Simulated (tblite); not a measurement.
Record of a relaxation.

Compound: C3H7Ge2N.
Atom-mapped SMILES: `[CH:1]#[C:2][C@@H:3]1[NH:4][GeH2:5][GeH2:6]1` (hydrogens: H7 on C1; H8 on C3; H9 on N4; H10, H11 on Ge5; H12, H13 on Ge6)

Computed with GFN2-xTB (tblite), gas phase: L-BFGS steps from a force-field or distance-geometry start until the largest atomic force falls under 0.01 eV/Å. 12 of its 78 geometries are shown.

Step 0: E = -452.8470 eV, largest atomic force 2.799 eV/Å
```
atom  x, y, z in Å  |  force x, y, z in eV/Å
C1      2.713    0.001   -0.474   -1.332   0.140   0.621
C2      1.644    0.100    0.096    1.085   0.331  -0.137
C3      0.361    0.215    0.814    2.595   0.099   1.044
N4     -0.289   -1.075    0.858    0.055  -1.709  -0.517
Ge5    -1.692   -0.880   -0.308   -0.811   0.547  -0.842
Ge6    -0.856    1.331   -0.196   -1.220   0.756  -0.868
H7      3.631   -0.064   -1.002   -0.382  -0.048   0.209
H8      0.551    0.560    1.875    0.144  -0.276  -0.750
H9      0.351   -1.843    0.563   -0.448   0.715   0.753
H10    -3.076   -1.098    0.322    0.256  -0.460  -0.135
H11    -1.490   -1.492   -1.721   -0.278  -0.312   0.425
H12    -0.163    1.890   -1.457   -0.177   0.206   0.458
H13    -1.691    2.355    0.614    0.512   0.012  -0.263
```

Step 7: E = -453.2970 eV, largest atomic force 0.453 eV/Å
```
atom  x, y, z in Å  |  force x, y, z in eV/Å
C1      2.694    0.007   -0.482    0.175   0.017  -0.061
C2      1.709    0.164    0.183   -0.328  -0.085  -0.241
C3      0.412    0.207    0.819    0.364   0.166   0.141
N4     -0.310   -1.082    0.744    0.163   0.064  -0.113
Ge5    -1.746   -0.813   -0.395    0.163  -0.385   0.166
Ge6    -0.900    1.354   -0.225    0.307   0.237   0.234
H7      3.605   -0.078   -0.997    0.007  -0.006   0.043
H8      0.616    0.515    1.861   -0.344  -0.145  -0.023
H9      0.336   -1.865    0.682   -0.305   0.111   0.164
H10    -3.030   -1.223    0.287   -0.036  -0.168   0.012
H11    -1.580   -1.590   -1.667   -0.162  -0.225  -0.250
H12    -0.205    1.984   -1.394    0.012   0.204  -0.121
H13    -1.603    2.421    0.567   -0.014   0.215   0.049
```

Step 14: E = -453.4044 eV, largest atomic force 0.155 eV/Å
```
atom  x, y, z in Å  |  force x, y, z in eV/Å
C1      2.719    0.018   -0.488    0.094  -0.004  -0.023
C2      1.718    0.178    0.153   -0.099  -0.026   0.088
C3      0.438    0.209    0.819   -0.021   0.077  -0.057
N4     -0.291   -1.052    0.673   -0.076  -0.058   0.015
Ge5    -1.735   -0.835   -0.425   -0.019  -0.066   0.017
Ge6    -0.873    1.399   -0.202    0.017   0.006   0.031
H7      3.626   -0.089   -1.004    0.020   0.022  -0.009
H8      0.574    0.466    1.883    0.013  -0.002  -0.154
H9      0.273   -1.877    0.805   -0.037   0.008   0.072
H10    -3.003   -1.338    0.279    0.087   0.019   0.010
H11    -1.671   -1.694   -1.693    0.002   0.040  -0.027
H12    -0.221    2.091   -1.388    0.002   0.013   0.013
H13    -1.558    2.522    0.569    0.017  -0.028   0.024
```

Step 21: E = -453.4152 eV, largest atomic force 0.126 eV/Å
```
atom  x, y, z in Å  |  force x, y, z in eV/Å
C1      2.735    0.023   -0.478    0.079  -0.027  -0.078
C2      1.716    0.156    0.137   -0.101   0.023   0.022
C3      0.433    0.204    0.787   -0.005   0.100   0.076
N4     -0.309   -1.051    0.682   -0.046  -0.042  -0.041
Ge5    -1.732   -0.846   -0.434   -0.062  -0.003   0.002
Ge6    -0.881    1.397   -0.211    0.011  -0.024  -0.011
H7      3.638   -0.075   -1.000    0.096   0.008  -0.011
H8      0.572    0.477    1.842    0.045   0.043   0.047
H9      0.240   -1.876    0.865   -0.009  -0.039   0.038
H10    -2.973   -1.351    0.296   -0.028  -0.016  -0.012
H11    -1.681   -1.682   -1.720    0.006   0.027  -0.012
H12    -0.222    2.111   -1.377   -0.005   0.020  -0.028
H13    -1.542    2.515    0.592    0.019  -0.070   0.008
```

Step 28: E = -453.4222 eV, largest atomic force 0.114 eV/Å
```
atom  x, y, z in Å  |  force x, y, z in eV/Å
C1      2.747    0.020   -0.488    0.014   0.015   0.004
C2      1.718    0.152    0.114    0.000  -0.043   0.002
C3      0.436    0.207    0.773    0.006  -0.027  -0.009
N4     -0.320   -1.046    0.686    0.022   0.005   0.003
Ge5    -1.746   -0.855   -0.431    0.076   0.085   0.002
Ge6    -0.877    1.387   -0.228   -0.017  -0.023  -0.038
H7      3.668   -0.060   -0.984    0.000  -0.006  -0.003
H8      0.592    0.496    1.824   -0.001  -0.013  -0.018
H9      0.199   -1.877    0.927   -0.006   0.030   0.011
H10    -2.979   -1.374    0.296   -0.051  -0.025  -0.014
H11    -1.686   -1.655   -1.741    0.004   0.004   0.028
H12    -0.230    2.133   -1.384   -0.030  -0.013   0.015
H13    -1.525    2.471    0.619   -0.018   0.011   0.017
```

Step 35: E = -453.4242 eV, largest atomic force 0.028 eV/Å
```
atom  x, y, z in Å  |  force x, y, z in eV/Å
C1      2.757    0.024   -0.490   -0.001  -0.009   0.010
C2      1.723    0.137    0.106    0.010   0.016  -0.007
C3      0.442    0.206    0.765    0.005  -0.027   0.003
N4     -0.322   -1.043    0.688   -0.009   0.007   0.002
Ge5    -1.748   -0.847   -0.425    0.004   0.002  -0.009
Ge6    -0.877    1.387   -0.232    0.003  -0.016   0.010
H7      3.681   -0.059   -0.982   -0.004  -0.004  -0.003
H8      0.600    0.497    1.813    0.014   0.009  -0.004
H9      0.186   -1.872    0.955   -0.007   0.001   0.002
H10    -2.991   -1.383    0.278   -0.008   0.007   0.006
H11    -1.683   -1.642   -1.734    0.019  -0.009  -0.012
H12    -0.245    2.139   -1.390   -0.019   0.005  -0.001
H13    -1.528    2.457    0.631   -0.006   0.017   0.005
```

Step 42: E = -453.4248 eV, largest atomic force 0.023 eV/Å
```
atom  x, y, z in Å  |  force x, y, z in eV/Å
C1      2.764    0.019   -0.488   -0.018  -0.005  -0.001
C2      1.725    0.135    0.101    0.010  -0.001  -0.013
C3      0.445    0.203    0.763    0.000  -0.005  -0.002
N4     -0.324   -1.042    0.690   -0.003   0.015   0.001
Ge5    -1.748   -0.845   -0.427    0.000  -0.010   0.006
Ge6    -0.877    1.387   -0.226   -0.011  -0.004  -0.002
H7      3.685   -0.062   -0.984   -0.005  -0.005   0.007
H8      0.610    0.499    1.810   -0.001  -0.003   0.009
H9      0.178   -1.872    0.964    0.000   0.001  -0.001
H10    -2.997   -1.381    0.272    0.020   0.006  -0.010
H11    -1.670   -1.643   -1.736    0.006   0.002   0.007
H12    -0.264    2.143   -1.391    0.001   0.010  -0.007
H13    -1.531    2.459    0.634    0.002  -0.001   0.005
```

Step 49: E = -453.4250 eV, largest atomic force 0.015 eV/Å
```
atom  x, y, z in Å  |  force x, y, z in eV/Å
C1      2.762    0.014   -0.490   -0.010   0.001   0.003
C2      1.723    0.134    0.098    0.012  -0.003  -0.005
C3      0.445    0.204    0.763   -0.001   0.003  -0.006
N4     -0.326   -1.039    0.693   -0.001   0.010   0.005
Ge5    -1.745   -0.845   -0.428   -0.010   0.000   0.003
Ge6    -0.880    1.388   -0.226    0.003   0.013   0.006
H7      3.685   -0.066   -0.983   -0.006  -0.008  -0.002
H8      0.614    0.499    1.809   -0.005   0.007   0.001
H9      0.175   -1.869    0.968    0.011  -0.008   0.003
H10    -2.994   -1.381    0.267   -0.001  -0.004  -0.001
H11    -1.661   -1.644   -1.734    0.006  -0.004  -0.011
H12    -0.272    2.148   -1.392    0.004   0.002   0.001
H13    -1.531    2.458    0.639   -0.001  -0.009   0.000
```

Step 56: E = -453.4254 eV, largest atomic force 0.034 eV/Å
```
atom  x, y, z in Å  |  force x, y, z in eV/Å
C1      2.755    0.005   -0.496    0.015  -0.008  -0.002
C2      1.720    0.131    0.096   -0.009   0.009   0.012
C3      0.444    0.209    0.764   -0.003   0.013   0.004
N4     -0.329   -1.033    0.704    0.018  -0.028   0.005
Ge5    -1.740   -0.844   -0.431    0.001  -0.016  -0.003
Ge6    -0.881    1.391   -0.225   -0.001   0.021  -0.007
H7      3.678   -0.085   -0.986    0.002  -0.005  -0.014
H8      0.615    0.509    1.808    0.004   0.005   0.001
H9      0.180   -1.863    0.969   -0.020   0.016  -0.003
H10    -2.991   -1.383    0.258    0.002  -0.007  -0.008
H11    -1.640   -1.645   -1.737   -0.006   0.005   0.005
H12    -0.279    2.158   -1.391   -0.001  -0.001   0.018
H13    -1.537    2.451    0.649    0.000  -0.004  -0.009
```

Step 63: E = -453.4259 eV, largest atomic force 0.022 eV/Å
```
atom  x, y, z in Å  |  force x, y, z in eV/Å
C1      2.749   -0.015   -0.502    0.005  -0.004  -0.006
C2      1.718    0.133    0.093   -0.014  -0.001   0.005
C3      0.445    0.221    0.764    0.004   0.008   0.005
N4     -0.330   -1.022    0.716   -0.005   0.003  -0.006
Ge5    -1.731   -0.847   -0.435    0.012   0.001  -0.017
Ge6    -0.886    1.397   -0.224    0.005  -0.021   0.001
H7      3.666   -0.121   -1.000   -0.002   0.001  -0.002
H8      0.619    0.529    1.806    0.004  -0.007  -0.003
H9      0.178   -1.851    0.984    0.007  -0.004   0.011
H10    -2.982   -1.401    0.237   -0.006  -0.001   0.007
H11    -1.613   -1.646   -1.742    0.001   0.015   0.007
H12    -0.290    2.185   -1.377    0.005   0.001  -0.003
H13    -1.546    2.440    0.663   -0.016   0.009   0.001
```

Step 70: E = -453.4262 eV, largest atomic force 0.021 eV/Å
```
atom  x, y, z in Å  |  force x, y, z in eV/Å
C1      2.741   -0.031   -0.507   -0.001   0.009  -0.006
C2      1.714    0.134    0.090    0.005   0.000   0.001
C3      0.445    0.227    0.768    0.003  -0.007   0.003
N4     -0.329   -1.017    0.723   -0.005   0.006   0.005
Ge5    -1.722   -0.847   -0.439   -0.002   0.015   0.015
Ge6    -0.888    1.399   -0.222   -0.005  -0.010   0.003
H7      3.654   -0.144   -1.011    0.001  -0.003  -0.003
H8      0.624    0.535    1.808   -0.001  -0.002   0.002
H9      0.182   -1.843    0.997   -0.008   0.003  -0.001
H10    -2.977   -1.406    0.226    0.009   0.000  -0.004
H11    -1.593   -1.638   -1.746    0.002  -0.008  -0.012
H12    -0.292    2.196   -1.369    0.003  -0.003   0.002
H13    -1.566    2.434    0.665    0.000  -0.001  -0.005
```

Step 77: E = -453.4263 eV, largest atomic force 0.008 eV/Å
```
atom  x, y, z in Å  |  force x, y, z in eV/Å
C1      2.738   -0.032   -0.513   -0.004  -0.001   0.003
C2      1.714    0.133    0.090   -0.001  -0.001  -0.001
C3      0.446    0.229    0.770   -0.002  -0.004   0.002
N4     -0.331   -1.014    0.728    0.000  -0.002   0.000
Ge5    -1.719   -0.846   -0.441    0.001   0.001   0.003
Ge6    -0.888    1.399   -0.220    0.001   0.004   0.000
H7      3.651   -0.152   -1.016   -0.005   0.005  -0.003
H8      0.627    0.536    1.810    0.002   0.003   0.000
H9      0.179   -1.839    1.004   -0.002  -0.004   0.001
H10    -2.972   -1.410    0.222    0.000  -0.002  -0.004
H11    -1.585   -1.635   -1.750    0.003  -0.002   0.001
H12    -0.291    2.199   -1.365    0.004   0.000  -0.004
H13    -1.573    2.432    0.663    0.002   0.001   0.001
```

Q: Summarise the path.

A: The energy falls by 0.5793 eV from step 0 to step 77; nine tenths of that is first reached at step 10. It rises by more than 0.2 meV at step 2. The largest force goes from 2.799 to 0.008 eV/Å. Among the bonds C3–Ge6 changes most, from 1.935 to 2.032 Å; the atoms move by 0.215 Å rms after alignment.

Q: Follow the three bonds and two angles with the largest change from start to end.

A: 
```csv
step,E above end (eV),largest force (eV/Å),C3–Ge6 (Å),Ge5–Ge6 (Å),N4–H9 (Å),Ge5–N4–H9 (°),H10–Ge5–H11 (°)
0,0.5793,2.799,1.935,2.366,1.043,111.6,115.7
3,0.3047,0.670,2.040,2.357,1.014,115.1,115.7
7,0.1293,0.453,2.031,2.333,1.017,124.5,109.7
10,0.0437,0.551,2.016,2.397,1.007,127.7,104.4
13,0.0242,0.192,2.040,2.407,1.007,127.9,103.2
17,0.0170,0.147,2.038,2.410,1.009,128.7,104.0
20,0.0125,0.104,2.035,2.413,1.009,129.0,104.2
23,0.0081,0.115,2.034,2.403,1.008,129.4,104.9
27,0.0050,0.119,2.029,2.412,1.009,129.5,105.3
30,0.0033,0.064,2.031,2.408,1.008,129.6,104.8
33,0.0024,0.066,2.031,2.403,1.008,130.1,104.2
37,0.0019,0.034,2.031,2.406,1.008,130.3,104.3
40,0.0016,0.027,2.032,2.404,1.008,130.3,104.3
44,0.0014,0.017,2.033,2.405,1.008,130.0,104.5
47,0.0013,0.016,2.034,2.403,1.008,130.0,104.5
50,0.0013,0.020,2.033,2.404,1.008,130.1,104.4
54,0.0011,0.016,2.032,2.404,1.009,130.0,104.6
57,0.0008,0.039,2.032,2.403,1.009,129.7,104.7
60,0.0006,0.020,2.033,2.407,1.008,129.4,104.5
64,0.0004,0.022,2.032,2.405,1.008,129.4,104.4
67,0.0003,0.018,2.031,2.404,1.009,129.4,104.5
70,0.0001,0.021,2.032,2.406,1.009,129.6,104.6
74,0.0000,0.019,2.033,2.404,1.008,129.6,104.5
77,0.0000,0.008,2.032,2.404,1.009,129.5,104.6
```

What follows is the cost of the whole relaxation. Hardware: one thread of an Arm Neoverse N1, shared host with 64 logical CPUs at a one-minute load of 60. Cost: 0.79 s wall.
